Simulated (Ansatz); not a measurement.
An input meant for ErCl₃ (charge 0, sextet).

```yaml
crystal:
  periodic: [false, false, false]
  atoms:
    - {symbol: Er, position_ang: [0.001224, -0.001312, 0.008619]}
    - {symbol: Cl, position_ang: [2.411072, -0.020520, 0.026000]}
    - {symbol: Cl, position_ang: [-1.184996, 2.096244, -0.012631]}
    - {symbol: Cl, position_ang: [-1.227300, -2.074422, -0.021998]}
basis:
  gaussian: {orbitals: def2-SVP, fitting: {mean_field: cc-pVTZ-jkfit}, nuclear_model: gaussian}
magnetization: {spin_polarized: true, initial_magnetization: 5}
hamiltonian: {xc: {name: PBE0}, dispersion: d4}
scf: {omitted_lower_state_checks: [starts]}
```

```sh
$ ansatz run in.yaml --threads 4 --pin off --events-out ev --progress --plain --max-ram 8704MiB
```

It prints (some lines left out):

```
Functional definition: PBE0
basis functions trapped inside cores are left out: 1
Error: [file] the basis set cc-pVTZ-JKFIT has no functions for Er
```

In the def2 sets Er takes a core potential; there is no spin–orbit coupling. With an open 4f shell the SCF may have ended on a state above the lowest.
